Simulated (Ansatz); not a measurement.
Geometry optimisation, Ansatz 0.2.0, RKS BLYP-D4/def2-SVP.

input.yaml

```yaml
crystal:
  periodic: [false, false, false]
  atoms:
    - { symbol: Sn, position_ang: [-0.057054, -0.189835, 0.036307] }
    - { symbol: O, position_ang: [-0.056166, -0.237334, 2.022693] }
    - { symbol: H, position_ang: [-0.951825, -0.411469, 2.37566] }
    - { symbol: H, position_ang: [1.588763, -0.236092, -0.439187] }
    - { symbol: O, position_ang: [-0.922342, 1.514497, -0.657364] }
    - { symbol: H, position_ang: [-1.794431, 1.311908, -1.053891] }
    - { symbol: H, position_ang: [-1.065587, -1.492928, -0.531317] }
    - { symbol: "N", position_ang: [1.035345, 2.609643, 1.40203] }
    - { symbol: H, position_ang: [1.912261, 2.338784, 0.939647] }
    - { symbol: H, position_ang: [0.310376, 2.70016, 0.676297] }
    - { symbol: H, position_ang: [0.74726, 1.821966, 2.022224] }
basis:
  gaussian: { orbitals: def2-SVP }
hamiltonian:
  xc: blyp
  dispersion: d4
relax:
  f_tol: 0.03
  max_steps: 50
```

Launched with:

```bash
$ ansatz run input.yaml --threads 2 --pin off --max-ram 3072MiB --backend cpu --events-out ev --progress --plain --runs-dir out
```

**Question.** Where does it end, and by what steps?

**Answer.** The forces met the threshold. The force dipped under the threshold on the way, but the program's further checks kept it going. After 8 steps the energy has fallen by 0.024 eV; H6 moved furthest, 0.14 Å.

```
step  energy less start (eV)  largest force component (eV/Å)  accepted
   0                  0.0000                           0.825       yes
   1                 -0.0175                           0.185       yes
   2                 -0.0152                           0.196        no
   3                 -0.0219                           0.071       yes
   4                 -0.0222                           0.105       yes
   5                 -0.0231                           0.116       yes
   6                 -0.0240                           0.016       yes
   7                 -0.0239                           0.153        no
   8                 -0.0241                           0.013       yes
```

```xyz
11
Properties=species:S:1:pos:R:3
Sn -0.061 -0.230 -0.004
O -0.067 -0.221 2.026
H -0.951 -0.457 2.374
H 1.593 -0.271 -0.462
O -0.856 1.482 -0.755
H -1.812 1.371 -0.933
H -1.086 -1.540 -0.532
N 1.028 2.649 1.415
H 1.909 2.355 0.973
H 0.324 2.717 0.665
H 0.726 1.875 2.026
```

Time of the run: 22 s on 2 threads of Arm Neoverse V1, on a shared host, peak memory 0.1 GiB.
